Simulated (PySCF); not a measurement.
Species: C4H7F3OS.
Geometry (PBE0-D3(BJ)/def2-SVP, Å), atoms numbered from 1 in this order:
```
atom  x, y, z in Å
C1    -2.546    0.318   -0.246
C2    -1.168   -0.031    0.279
S3     0.044    0.198   -1.069
O4    -0.332   -0.799   -2.126
C5     1.495   -0.554   -0.216
C6     2.272    0.393    0.658
F7     3.311   -0.224    1.222
F8     1.514    0.884    1.651
F9     2.741    1.431   -0.034
H10   -3.308    0.120    0.521
H11   -2.774   -0.290   -1.133
H12   -2.613    1.381   -0.526
H13   -0.850    0.602    1.121
H14   -1.102   -1.091    0.571
H15    1.171   -1.432    0.359
H16    2.130   -0.886   -1.049
```

Linear response at CAM-B3LYP/def2-SVPD (PySCF, frozen core in the response, non-relativistic). The structure is a single PBE0-D3(BJ)/def2-SVP conformer in the gas phase; no vibrational or solvent corrections.

Static isotropic polarisability: 77.30 au (11.45 Å³), principal values 65.3, 75.7, 90.9 au.

(1) What is the polarisability at 1064 nm and at the sodium D line?

(2) What is the isotropic C6 coefficient between two such molecules, C6 = (3/π)∫α(iω)² dω?

(3) Which effective excitation energy ω̄ makes London's formula C6 = (3/4)α²ω̄ exact here?

(4) How anisotropic is the static polarisability, by Δα² = ½[(α1 − α2)² + (α2 − α3)² + (α3 − α1)²]?

(5) What does −C6/R⁶ come to at R = 10 Å between centres?

(6) What n − 1 at the D line would an ideal gas of it have at 273.15 K and 1 atm (2.6868 × 10¹⁹ cm⁻³), by n − 1 = 2π·N·α′?

(7) How many electrons N does the Slater–Kirkwood formula C6 = (3/4)·√N·α^(3/2) need to give this C6?

Results:

(1) 77.85 au at 1064 nm (+0.7 %), 79.16 au at 589.3 nm (+2.4 %). The rise at 589.3 nm is 3.37 times that at 1064 nm; a pure ω² law gives 3.26. The lowest singlet lies at 212 nm, shorter than both wavelengths.

(2) 2764 au (Eh·bohr⁶) by a ten-point quadrature over imaginary frequencies, which is 1650 eV·Å⁶ or 159 J·nm⁶/mol.

(3) ω̄ = 4·C6/(3α²) = 0.617 Eh = 16.8 eV. A one-pole form α(ω) = α/(1 − ω²/ω̄²) fitted to the 1064 nm value gives 13.8 eV.

(4) Δα = 22.3 au, or 0.29 of the isotropic value.

(5) -160 J/mol. This is the leading, orientation-averaged term; C8 and higher terms are left out.

(6) 19.80 × 10⁻⁴, a formal value whether or not that pressure can be reached.

(7) N = (4·C6/3)²/α³ = 29.4; the species has 82 electrons in all.
